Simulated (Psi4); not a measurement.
C₂H₆, charge +1, doublet, at a GFN2-xTB geometry (a state made from the parent by changing its charge; the spin is typed, not shown lowest), with bond 4-1 at 1.6 times its length; CAM-B3LYP/def2-SVP run with Psi4.

The Psi4 input:
```
memory 2 GB

molecule {
1 2
  C    -0.71874859    0.13634016   -0.02510292
  C     0.71874859   -0.13634016    0.02510292
  H    -1.25610398   -0.58656361   -0.67710659
  H    -1.12451718    1.77588568   -0.45242161
  H    -1.23187435   -0.16588763    0.91394436
  H     0.97235396   -1.16105611    0.29217710
  H     1.25610398    0.58656361    0.67710659
  H     1.23187435    0.16588763   -0.91394436
}

set basis def2-svp
set reference uks
set cholesky_tolerance 1e-6
set scf_type cd

energy('cam-b3lyp')
print_variables()
```

Task: Predict the main parts of the log of this Psi4 run.

Result: 
```
   => Loading Basis Set <=

    Name: DEF2-SVP
    Role: ORBITAL
    Keyword: BASIS

Traceback (most recent call last):
  File "psi4", line 375, in <module>
  File "<string>", line 31, in <module>
  File "site-packages/psi4/driver/driver.py", line 533, in energy
  File "site-packages/psi4/driver/procrouting/proc.py", line 2760, in run_scf
  File "site-packages/psi4/driver/procrouting/proc.py", line 1939, in scf_helper
  File "site-packages/psi4/driver/procrouting/proc.py", line 1433, in scf_wavefunction_factory
  File "site-packages/psi4/driver/procrouting/proc.py", line 1397, in build_functional_and_disp
  File "site-packages/psi4/driver/procrouting/dft/superfunctionals.py", line 135, in build_superfunctional

psi4.driver.p4util.exceptions.ValidationError: SCF: SCF_TYPE (CD) not supported for range-separated functionals, plese use SCF_TYPE = 'DF' to automatically select the correct JK build.

Printing out the relevant lines from the Psithon --> Python processed input file:
    core.IO.set_default_namespace("")
    core.set_global_option("BASIS", "def2-svp")
    core.set_global_option("REFERENCE", "uks")
    core.set_global_option("CHOLESKY_TOLERANCE", 1e-6)
    core.set_global_option("SCF_TYPE", "cd")
--> energy('cam-b3lyp')
    print_variables()

!----------------------------------------------------------------------------------!
!                                                                                  !
!  SCF: SCF_TYPE (CD) not supported for range-separated functionals, plese use     !
!     SCF_TYPE = 'DF' to automatically select the correct JK build.                !
!                                                                                  !
!----------------------------------------------------------------------------------!
```

The input was rejected before any calculation.
